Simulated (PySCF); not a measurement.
Diiodomethane, SMILES ICI (CH2I2) at its PBE0/def2-SVP optimised geometry (Å):

```
5

I     -0.8671     1.2535     0.0000
C     -0.2273    -0.7863     0.0000
I     -0.8672    -1.9708    -1.6605
H      0.8671    -0.7863     0.0000
H     -0.6226    -1.2535     0.9072
```

Method: PBE0/def2-TZVP, def2 effective core potentials past Kr run with PySCF 2.14.0. The core electrons that the potentials of I replace are not part of the density.

Map of the electron localisation function on the plane z = 0.8 Å:

```
|00000000000000000000000000000|
|00000000001111111000000000000|
|00000001112233332100000000000|
|00000122334555554320000000000|
|00012344556677776531000000000|
|00124556677778887642000000000|
|00245677776778888753100000000|
|01356788765568888764100000000|
|02467888743347888753100000000|
|02467888642236887642100000000|
|02467888743346776521000000000|
|02467888754456654200000000000|
|01356777765555431000000000000|
|00235566555544310000000000000|
|00122332223333211111000000000|
|00000000012344323345420000000|
|00000000024676444678762000000|
|00000000258998655788873000000|
|00000001589999855688873000000|
|00000001699999854467752000000|
|00000001699999852235430000000|
|00000000379999731111100000000|
|00000000036887420000000000000|
|00000000001333100000000000000|
|00000000000000000000000000000|
|00000000000000000000000000000|
|00000000000000000000000000000|
|00000000000000000000000000000|
|00000000000000000000000000000|
```
Scale: ten equal steps from 0.000 (start of '0') to 0.999 (end of '9'), in the order '0123456789'; x runs from -3.50 to 3.50, y from -3.50 (bottom) to 3.50 (top).
